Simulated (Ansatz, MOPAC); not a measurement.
Molecule: GeH$_{3}$, charge -1, multiplicity 1. SMILES: [GeH3-]

Atoms: Ge1, H2, H3, H4. Bonds: Ge1-H2, Ge1-H3, Ge1-H4.

Bond lengths (Å) and angles (degrees) optimised at AM1 with MOPAC; MNDO with MOPAC; HF/3-21G with Ansatz (a first-principles code); HF/6-31G* with LANL2DZ past Ar with Ansatz; B3LYP/LANL2DZ with Ansatz; B3LYP/6-31G* with LANL2DZ past Ar with Ansatz, each started from the B3LYP-D3(BJ)/def2-TZVP structure (Ansatz) of the last column. A row stands for all coordinates that are equal there. 6-31G* holds six Cartesian d functions. No wavenumbers were computed at MNDO, B3LYP/LANL2DZ, so these may be saddle points.

| coordinate | AM1 | MNDO | HF/3-21G | HF/6-31G* with LANL2DZ past Ar | B3LYP/LANL2DZ | B3LYP/6-31G* with LANL2DZ past Ar | B3LYP-D3(BJ)/def2-TZVP |
|---|---|---|---|---|---|---|---|
| Ge1-H2 | 1.534 | 1.535 | 1.627 | 1.623 | 1.633 | 1.638 | 1.625 |
| H2-Ge1-H3 | 120.0 | 97.7 | 95.3 | 94.5 | 92.9 | 92.7 | 92.3 |

Mean signed difference of all 3 bond lengths from B3LYP-D3(BJ)/def2-TZVP: AM1 -0.091 Å, MNDO -0.090 Å, HF/3-21G 0.002 Å, HF/6-31G* with LANL2DZ past Ar -0.002 Å, B3LYP/LANL2DZ 0.008 Å, B3LYP/6-31G* with LANL2DZ past Ar 0.012 Å.
